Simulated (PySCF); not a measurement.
```xyz
3
charge 0 multiplicity 6, angstrom
Ru   -0.5322    0.0000   -0.3985
S    -2.5663    0.0000    0.2170
Br    1.7334    0.0000    0.4390
```

Level of theory: UPBE0/[Ru def2-TZVP with ECP28, S def2-TZVP, Br def2-TZVP], scalar-relativistic core potentials, density fitting, no spin–orbit coupling, PySCF.

This geometry of RuSBr is a stationary point at this level.

(1) What is the point group?

(2) Is it a minimum?

(3) What are the dipole moment and the gap between the highest occupied and lowest empty levels of either spin?

(4) Give the ideal-gas entropy at 298.15 K and 1 bar by parts.

Answers

(1) Cs.

(2) Yes: all harmonic wavenumbers are real, though the softest, 57 cm⁻¹, leaves little margin.

(3) 2.09 D and 2.65 eV.

(4) translation 175.7, rotation 113.3, vibration 28.9, spin 14.9; total 332.8 J/(mol K).

Only a few start shapes were tried, so a lower isomer may exist. With open d or f shells other occupations or spin states may lie lower. At this level a quartet minimum of Cs symmetry lies 22 kJ/mol below this structure.
